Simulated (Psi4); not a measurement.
Job for Psi4: SAPT0/jun-cc-pV(D+d)Z on CHFO2 (a complex), monomers drawn apart or pushed together.

```
memory 2025 MB

molecule dimer {
0 1
F    -0.17405263   -0.13736342   -0.71344463
H    -0.13006389   -0.46683909    0.15395053
--
0 1
O     0.00958261   -0.70628980    2.82381924
C     0.06303236   -0.02577439    3.76580051
O     0.11630375    0.64139571    4.70688504
units angstrom
symmetry c1
no_reorient
no_com
}

set {
  basis jun-cc-pV(D+d)Z
  scf_type df
  freeze_core true
}

energy('sapt0')
```

Program output:

```
[...]
==> Input File <==

--------------------------------------------------------------------------
memory 2025 MB

molecule dimer {
0 1
F    -0.17405263   -0.13736342   -0.71344463
H    -0.13006389   -0.46683909    0.15395053
--
0 1
O     0.00958261   -0.70628980    2.82381924
C     0.06303236   -0.02577439    3.76580051
O     0.11630375    0.64139571    4.70688504
units angstrom
symmetry c1
no_reorient
no_com
}

set {
  basis jun-cc-pV(D+d)Z
  scf_type df
  freeze_core true
}

energy('sapt0')
--------------------------------------------------------------------------


   => Loading Basis Set <=

    Name: JUN-CC-PV(D+D)Z
    Role: ORBITAL
    Keyword: BASIS
    atoms 1    entry F          line   290 file jun-cc-pv_dpd_z.gbs
    atoms 2    entry H          line    60 file jun-cc-pv_dpd_z.gbs
    atoms 3, 5 entry O          line   256 file jun-cc-pv_dpd_z.gbs
    atoms 4    entry C          line   188 file jun-cc-pv_dpd_z.gbs

   => Loading Basis Set <=

    Name: JUN-CC-PV(D+D)Z
    Role: ORBITAL
    Keyword: BASIS
    atoms 1    entry F          line   290 file jun-cc-pv_dpd_z.gbs
    atoms 2    entry H          line    60 file jun-cc-pv_dpd_z.gbs
    atoms 3, 5 entry O          line   256 file jun-cc-pv_dpd_z.gbs
    atoms 4    entry C          line   188 file jun-cc-pv_dpd_z.gbs


  //>>>>>>>>>>>>>>>>>>>>>>>>>>>>>>>>>>>//
  //              Dimer HF             //
  //<<<<<<<<<<<<<<<<<<<<<<<<<<<<<<<<<<<//

   => Libint2 <=

    Primary   basis highest AM E, G, H:  7, 6, 3
    Auxiliary basis highest AM E, G, H:  7, 7, 4
    Onebody   basis highest AM E, G, H:  -, -, -
    Solid Harmonics ordering:            Gaussian


   => Loading Basis Set <=

    Name: JUN-CC-PV(D+D)Z
    Role: ORBITAL
    Keyword: BASIS
    atoms 1    entry F          line   290 file jun-cc-pv_dpd_z.gbs
    atoms 2    entry H          line    60 file jun-cc-pv_dpd_z.gbs
    atoms 3, 5 entry O          line   256 file jun-cc-pv_dpd_z.gbs
    atoms 4    entry C          line   188 file jun-cc-pv_dpd_z.gbs


         ---------------------------------------------------------
                                   SCF
               by Justin Turney, Rob Parrish, Andy Simmonett
                          and Daniel G. A. Smith
                              RHF Reference
                        1 Threads,   1931 MiB Core
         ---------------------------------------------------------

  ==> Geometry <==

    Molecular point group: c1
    Full point group: C1

    Geometry (in Angstrom), charge = 0, multiplicity = 1:

       Center              X                  Y                   Z               Mass
    ------------   -----------------  -----------------  -----------------  -----------------
         F           -0.174052630000    -0.137363420000    -0.713444630000    18.998403162730
         H           -0.130063890000    -0.466839090000     0.153950530000     1.007825032230
         O            0.009582610000    -0.706289800000     2.823819240000    15.994914619570
         C            0.063032360000    -0.025774390000     3.765800510000    12.000000000000
         O            0.116303750000     0.641395710000     4.706885040000    15.994914619570

  Running in c1 symmetry.

  Rotational constants: A =      1.10599  B =      0.02543  C =      0.02489 [cm^-1]
  Rotational constants: A =  33156.80700  B =    762.28453  C =    746.12745 [MHz]
  Nuclear repulsion =   90.855151388180886

  Charge       = 0
  Multiplicity = 1
  Electrons    = 32
  Nalpha       = 16
  Nbeta        = 16

  ==> Algorithm <==

  SCF Algorithm Type is DF.
  DIIS enabled.
  MOM disabled.
  Fractional occupation disabled.
  Guess Type is SAD.
  Energy threshold   = 1.00e-08
  Density threshold  = 1.00e-08
  Integral threshold = 1.00e-12

  ==> Primary Basis <==

  Basis Set: JUN-CC-PV(D+D)Z
    Blend: JUN-CC-PV(D+D)Z
    Number of shells: 35
    Number of basis functions: 77
    Number of Cartesian functions: 81
    Spherical Harmonics?: true
    Max angular momentum: 2

   => Loading Basis Set <=

    Name: (JUN-CC-PV(D+D)Z AUX)
    Role: JKFIT
    Keyword: DF_BASIS_SCF
    atoms 1    entry F          line   314 file jun-cc-pvdz-jkfit.gbs
    atoms 2    entry H          line    70 file jun-cc-pvdz-jkfit.gbs
    atoms 3, 5 entry O          line   258 file jun-cc-pvdz-jkfit.gbs
    atoms 4    entry C          line   146 file jun-cc-pvdz-jkfit.gbs

  ==> Integral Setup <==

  DFHelper Memory: AOs need 0.016 GiB; user supplied 1.414 GiB.
  SCF_SUBTYPE=INCORE selected. In-core MEM_DF algorithm will be used.
  Using in-core AOs.

  ==> MemDFJK: Density-Fitted J/K Matrices <==

    J tasked:                   Yes
    K tasked:                   Yes
    wK tasked:                   No
    OpenMP threads:               1
    Algorithm:                 Core
    Schwarz Cutoff:           1E-12
    Mask sparsity (%):       8.5006
    Fitting Condition:        1E-10

   => Auxiliary Basis Set <=

  Basis Set: (JUN-CC-PV(D+D)Z AUX)
    Blend: JUN-CC-PVDZ-JKFIT
    Number of
[...]
  NB   [    11 ]

  @DF-RHF Final Energy:  -187.65855408865349

   => Energetics <=

    Nuclear Repulsion Energy =             58.4400096045028050
    One-Electron Energy =                -372.3836466262354747
    Two-Electron Energy =                 126.2850829330792095
    Total Energy =                       -187.6585540886534886

Computation Completed


Properties will be evaluated at   0.000000,   0.000000,   0.000000 [a0]

Properties computed using the SCF density matrix


 Multipole Moments:

 ------------------------------------------------------------------------------------
     Multipole            Electronic (a.u.)      Nuclear  (a.u.)        Total (a.u.)
 ------------------------------------------------------------------------------------

 L = 1.  Multiply by 2.5417464519 to convert [e a0] to [Debye]
 Dipole X            :         -2.6168566            2.6178093            0.0009528
 Dipole Y            :          1.2945960           -1.2732957            0.0213003
 Dipole Z            :       -156.5306833          156.5457386            0.0150554
 Magnitude           :                                                    0.0261012

 ------------------------------------------------------------------------------------

  Constructing Basis Sets for SAPT...

   => Loading Basis Set <=

    Name: (JUN-CC-PV(D+D)Z AUX)
    Role: RIFIT
    Keyword: DF_BASIS_SAPT
    atoms 1    entry F          line   232 file jun-cc-pvdz-ri.gbs
    atoms 2    entry H          line    30 file jun-cc-pvdz-ri.gbs
    atoms 3, 5 entry O          line   188 file jun-cc-pvdz-ri.gbs
    atoms 4    entry C          line   100 file jun-cc-pvdz-ri.gbs

   => Loading Basis Set <=

    Name: (JUN-CC-PV(D+D)Z AUX)
    Role: JKFIT
    Keyword: DF_BASIS_ELST
    atoms 1    entry F          line   314 file jun-cc-pvdz-jkfit.gbs
    atoms 2    entry H          line    70 file jun-cc-pvdz-jkfit.gbs
    atoms 3, 5 entry O          line   258 file jun-cc-pvdz-jkfit.gbs
    atoms 4    entry C          line   146 file jun-cc-pvdz-jkfit.gbs


  //>>>>>>>>>>>>>>>>>>>>>>>>>>>>>>>>>>>//
  //               SAPT0               //
  //<<<<<<<<<<<<<<<<<<<<<<<<<<<<<<<<<<<//



        SAPT0
    Ed Hohenstein
     6 June 2009

      Orbital Information
  --------------------------
    NSO        =        77
    NMO        =        77
    NRI        =       274
    NRI (Elst) =       339
    NOCC A     =         5
    NOCC B     =        11
    FOCC A     =         1
    FOCC B     =         3
    NVIR A     =        72
    NVIR B     =        66

    Elst10,r            =    -0.002644532047 [Eh]
    Exch10              =     0.000320679178 [Eh]
    Exch10 (S^2)        =     0.000320593840 [Eh]

    Maxiter = 50
    CPHF R converge = 1.000000E-08

    Iter     Energy [mEh]          dE [mEh]         Residual      Time [s]
       1      -0.02688315       0.026883152     1.082459e-03             0
       2      -0.03010522       0.003222064     5.166263e-04             0
       3      -0.03186230       0.001757079     1.083208e-04             0
       4      -0.03163634      -0.000225958     2.081994e-05             0
       5      -0.03161745      -0.000018885     3.066053e-06             0
       6      -0.03162417       0.000006717     5.327730e-07             0
       7      -0.03162320      -0.000000967     1.259149e-07             0
       8      -0.03162335       0.000000147     1.968396e-08             0
       9      -0.03162334      -0.000000010     2.831120e-09             0

    CHF Iterations converged

    Maxiter = 50
    CPHF R converge = 1.000000E-08

    Iter     Energy [mEh]          dE [mEh]         Residual      Time [s]
       1      -0.32972620       0.329726197     7.626473e-03             0
       2      -0.31436577      -0.015360423     1.763817e-03             0
       3      -0.35485517       0.040489394     4.764426e-04             0
       4      -0.35640906       0.001553889     1.654930e-04             0
       5      -0.35585340      -0.000555656     6.584889e-05             0
       6      -0.35552822      -0.000325178     1.837553e-05             0
       7      -0.35563927       0.000111044     5.905957e-06             0
       8      -0.35565104       0.000011769     2.357477e-06             0
       9      -0.35563864      -0.000012397     6.031397e-07             0
      10      -0.35564129       0.000002649     1.357746e-07             0
      11      -0.35564134       0.000000047     4.682877e-08             0
      12      -0.35564121      -0.000000122     7.639909e-09             0

    CHF Iterations converged

    Ind20,r (A<-B)      =    -0.000031623338 [Eh]
    Ind20,r (B<-A)      =    -0.000355641214 [Eh]
    Ind20,r             =    -0.000387264553 [Eh]
    Exch-Ind20,r (A<-B) =     0.000014417783 [Eh]
    Exch-Ind20,r (B<-A) =     0.000036636687 [Eh]
    Exch-Ind20,r        =     0.000051054469 [Eh]
    Disp20              =    -0.000389110663 [Eh]
    Disp20 (SS)         =    -0.000194555331 [Eh]
    Disp20 (OS)         =    -0.000194555331 [Eh]
    Exch-Disp20         =     0.000013875156 [Eh]
    Exch-Disp20 (SS)    =     0.000007491567 [Eh]
    Exch-Disp20 (OS)    =     0.000006383589 [Eh]

    SAPT Results
  --------------------------------------------------------------------------------------------------------
    Electrostatics                 -2.64453205 [mEh]      -1.65946891 [kcal/mol]      -6.94321793 [kJ/mol]
      Elst10,r                     -2.64453205 [mEh]      -1.65946891 [kcal/mol]      -6.94321793 [kJ/mol]

    Exchange                        0.32067918 [mEh]       0.20122922 [kcal/mol]       0.84194307 [kJ/mol]
      Exch10                        0.32067918 [mEh]       0.20122922 [kcal/mol]       0.84194307 [kJ/mol]
      Exch10(S^2)                   0.32059384 [mEh]       0.20117567 [kcal/mol]       0.84171901 [kJ/mol]

    Induction                      -0.37913233 [mEh]      -0.23790913 [kcal/mol]      -0.99541181 [kJ/mol]
      Ind20,r                      -0.38726455 [mEh]      -0.24301218 [kcal/mol]      -1.01676294 [kJ/mol]
      Exch-Ind20,r                  0.05105447 [mEh]       0.03203716 [kcal/mol]       0.13404349 [kJ/mol]
      delta HF,r (2)               -0.04292225 [mEh]      -0.02693412 [kcal/mol]      -0.11269235 [kJ/mol]

    Dispersion                     -0.37523551 [mEh]      -0.23546384 [kcal/mol]      -0.98518069 [kJ/mol]
      Disp20                       -0.38911066 [mEh]      -0.24417063 [kcal/mol]      -1.02160990 [kJ/mol]
      Exch-Disp20                   0.01387516 [mEh]       0.00870679 [kcal/mol]       0.03642922 [kJ/mol]
      Disp20 (SS)                  -0.19455533 [mEh]      -0.12208531 [kcal/mol]      -0.51080495 [kJ/mol]
      Disp20 (OS)                  -0.19455533 [mEh]      -0.12208531 [kcal/mol]      -0.51080495 [kJ/mol]
      Exch-Disp20 (SS)              0.00749157 [mEh]       0.00470103 [kcal/mol]       0.01966911 [kJ/mol]
      Exch-Disp20 (OS)              0.00638359 [mEh]       0.00400576 [kcal/mol]       0.01676011 [kJ/mol]

  Total HF                         -2.70298520 [mEh]      -1.69614882 [kcal/mol]      -7.09668667 [kJ/mol]
  Total SAPT0                      -3.07822071 [mEh]      -1.93161266 [kcal/mol]      -8.08186736 [kJ/mol]

  Special recipe for scaled SAPT0 (see Manual):
    Electrostatics sSAPT0          -2.64453205 [mEh]      -1.65946891 [kcal/mol]      -6.94321793 [kJ/mol]
    Exchange sSAPT0                 0.32067918 [mEh]       0.20122922 [kcal/mol]       0.84194307 [kJ/mol]
    Induction sSAPT0               -0.37909155 [mEh]      -0.23788354 [kcal/mol]      -0.99530473 [kJ/mol]
    Dispersion sSAPT0              -0.37522442 [mEh]      -0.23545688 [kcal/mol]      -0.98515159 [kJ/mol]
  Total sSAPT0                     -3.07816885 [mEh]      -1.93158011 [kcal/mol]      -8.08173119 [kJ/mol]
  --------------------------------------------------------------------------------------------------------



*** Psi4 exiting successfully. Buy a developer a beer!
```

The run finished.

Cost: about 6 core-seconds (a rough figure).
